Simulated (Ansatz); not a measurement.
CH4O3Si (`O[Si]1(O)CO1`), relaxed with RKS PBE0-D4/def2-TZVP in the Gaussian-basis code of Ansatz from a PBE-D4/def2-SVP geometry. The force threshold is 0.005 eV/Å; the program also tests the step.

Total charge 0; spin multiplicity 1.

Start:

```xyz
9

O    -0.389    1.686   -1.017
Si    0.065    0.504    0.049
O     1.138    1.281    1.042
C    -0.066   -1.294   -0.201
O    -1.080   -0.552    0.673
H    -1.131    1.435   -1.595
H     1.477    0.733    1.770
H     0.522   -2.039    0.374
H    -0.535   -1.754   -1.095
```

(1) How much energy does the relaxation release, and in how many steps? (Estimate.)

(2) Which bonds change most? (An estimate is asked.)

(3) Give the relaxed structure. (Estimate.)

Results:

(1) Computed: 0.11 eV, in 6 steps.

(2) Computed: Si2–O5 from 1.678 to 1.634 Å; O1–Si2 from 1.655 to 1.619 Å; Si2–O3 from 1.655 to 1.619 Å; Si2–C4 from 1.821 to 1.792 Å.

(3) The calculation gave: 
```xyz
9

O    -0.390    1.641   -0.995
Si    0.058    0.493    0.054
O     1.126    1.240    1.015
C    -0.056   -1.276   -0.212
O    -1.045   -0.537    0.679
H    -1.108    1.424   -1.592
H     1.444    0.746    1.772
H     0.521   -2.007    0.352
H    -0.550   -1.723   -1.073
```
